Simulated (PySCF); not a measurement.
Zinc: highly charged ions in a basis for the neutral atom

Zn¹⁰⁺ [Ar] 3d2, Zn¹¹⁺ [Ar] 3d1. All numbers are calculated (PySCF 2.14, a scalar-relativistic core potential, in aug-cc-pVDZ-PP with ECP10MDF). No spin-orbit coupling, so a gap to NIST mixes the basis error with missing relativistic terms.

Changed run: basis of the neutral atom used for a highly charged ion. This setting is unsound on purpose.

```
species  method  sound run (hartree)  changed run (hartree)  converged
  Zn¹⁰⁺     UHF              not run             -186.94432        yes
  Zn¹⁰⁺    MN15              not run             -186.93710        yes
  Zn¹⁰⁺     LDA              not run             -186.88600        yes
  Zn¹¹⁺     UHF              not run             -176.75231        yes
  Zn¹¹⁺    MN15              not run             -176.74486        yes
  Zn¹¹⁺     LDA              not run             -176.67447        yes
```

Ionisation energy of Zn¹⁰⁺:

```tsv
method	changed run (eV)	NIST (eV)
UHF	277.34	274.4 ± 0.5
MN15	277.34	274.4 ± 0.5
LDA	277.87	274.4 ± 0.5
```

The contracted functions were made for the neutral atom and can be too rigid for a highly charged ion.
